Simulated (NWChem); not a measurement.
# C2H7OSi cation

```xyz
11

C     -0.9408    -1.5236     0.0931
Si     0.0387     0.0028    -0.0281
C     -0.6423     1.6947     0.0216
O      1.6128    -0.2538    -0.1776
H     -1.6267    -1.4723     0.9554
H     -1.5664    -1.6313    -0.8110
H     -0.2860    -2.4023     0.1844
H      0.0873     2.4594    -0.2818
H     -0.9756     1.9141     1.0527
H     -1.5356     1.7590    -0.6227
H      2.3186     0.4014    -0.2659
```
Atoms are numbered in this order, from 1.

Level: PBE0/def2-SVP (NWChem), optimised geometry, unscaled harmonic frequencies. 

| frequency (cm⁻¹) | IR intensity (km/mol) |
|---|---|
| 33 | 0.1 |
| 52 | 0.6 |
| 211 | 1.2 |
| 241 | 3.8 |
| 279 | 15.8 |
| 512 | 148.5 |
| 648 | 65.6 |
| 657 | 114.8 |
| 683 | 17.8 |
| 721 | 24.9 |
| 798 | 61.3 |
| 839 | 20.0 |
| 884 | 159.4 |
| 1065 | 142.7 |
| 1270 | 65.3 |
| 1272 | 42.6 |
| 1383 | 2.3 |
| 1385 | 3.3 |
| 1397 | 13.7 |
| 1402 | 33.5 |
| 3046 | 39.2 |
| 3052 | 22.3 |
| 3142 | 15.0 |
| 3147 | 28.2 |
| 3188 | 16.3 |
| 3192 | 24.8 |
| 3874 | 340.4 |

- zero-point energy: 54.8 kcal/mol
- thermal correction to the enthalpy at 298.15 K (with zero-point energy): 59.8 kcal/mol
- heat capacity Cv: 22.8 cal/(mol K)
- entropy at 298.15 K and 1 atm (symmetry number 1): 82.7 cal/(mol K)

Rigid rotor and harmonic oscillator; modes under 100 cm⁻¹ make the entropy uncertain.
